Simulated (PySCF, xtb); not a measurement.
C2H5N, SMILES C=NC (connectivity only; charge and spin as stated), charge +1, multiplicity 2.

Harmonic wavenumbers (cm⁻¹) from GFN2-xTB (xtb) at its own minimum, in rising order: 39, 231, 383, 914, 926, 997, 1045, 1078, 1277, 1283, 1314, 1348, 1947, 2796, 2811, 2912, 2934, 2943.

### Question
What does PBE0-D3(BJ)/def2-TZVP run with PySCF give at its own minimum? (The exact figures need the calculation; the answer reports its results.)

### Answer
145, 235, 359, 912, 970, 1038, 1103, 1116, 1377, 1388, 1393, 1442, 1859, 2967, 2996, 3095, 3109, 3147. Paired by order, the mean absolute difference is 94 cm⁻¹ and the zero-point energies are 38.9 and 41.0 kcal/mol.
